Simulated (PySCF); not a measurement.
C₄H₅FO, SMILES O=C[C@@H]1C[C@H]1F. Atoms are numbered in the order given.

```xyz
11

O      2.5499    -0.2088    -0.2214
C      1.4914    -0.2019     0.3548
C      0.2214     0.3138    -0.2107
C     -0.8048     0.9718     0.7193
C     -1.0784    -0.3665     0.1577
F     -2.0111    -0.4834    -0.8235
H      1.3991    -0.6025     1.4032
H      0.2894     0.7004    -1.2312
H     -1.3559     1.8149     0.2966
H     -0.5596     1.0547     1.7824
H     -1.0498    -1.2500     0.8057
```

Geometry: B3LYP-D3(BJ)/def2-SVP. The values are those of a single conformer.

Level of theory: PBE0/pcSseg-1 in PySCF.

GIAO shieldings, no solvent; atoms listed in one row are averaged. δ = σ(ref) − σ: ¹⁷O against H2O (σ = 334.2 ppm); ¹³C against TMS (σ = 186.3 ppm); ¹⁹F against CFCl3 (σ = 167.2 ppm); ¹H against TMS (σ = 31.56 ppm), references at their B3LYP-D3(BJ)/def2-TZVP geometries, non-relativistic.

```csv
nucleus,atoms,count,δ (ppm)
¹⁷O,O1,1,696.5
¹³C,C2,1,201.7
¹³C,C5,1,76.0
¹³C,C3,1,34.7
¹³C,C4,1,15.4
¹⁹F,F6,1,-235.0
¹H,H7,1,8.93
¹H,H11,1,4.89
¹H,H8,1,2.27
¹H,H9,1,1.87
¹H,H10,1,1.49
```
